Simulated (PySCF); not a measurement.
Mg(Cl)(Me) (CH3ClMg), SMILES [CH3][Mg][Cl]. Atoms are numbered in the order given.

```xyz
6

Mg     0.0000     0.0000     0.4635
Cl     0.0000     0.0000    -1.7436
C      0.0000     0.0000     2.5427
H      0.8883     0.5129     2.9409
H      0.0000    -1.0258     2.9409
H     -0.8883     0.5129     2.9409
```
Charge 0, spin multiplicity 1.

Coordinates come from a PBE-D3(BJ)/def2-TZVP optimisation.

These are PBE0/pcSseg-2 (PySCF) values and carry that method's errors.

GIAO shieldings, no solvent; atoms alike by connectivity are averaged. δ = σ(ref) − σ: ³⁵Cl against HCl (σ = 943.3 ppm); ¹³C against TMS (σ = 186.1 ppm); ¹H against TMS (σ = 31.54 ppm), references at their B3LYP-D3(BJ)/def2-TZVP geometries, non-relativistic (without spin–orbit terms, shifts of atoms bonded to Cl or Br come out too high).

```json
[
 {"nucleus": "³⁵Cl", "atoms": "Cl2", "count": "1", "δ (ppm)": "-82.7"},
 {"nucleus": "¹³C", "atoms": "C3", "count": "1", "δ (ppm)": "-22.2"},
 {"nucleus": "¹H", "atoms": "H4, H5, H6", "count": "3", "δ (ppm)": "-0.56"}
]
```
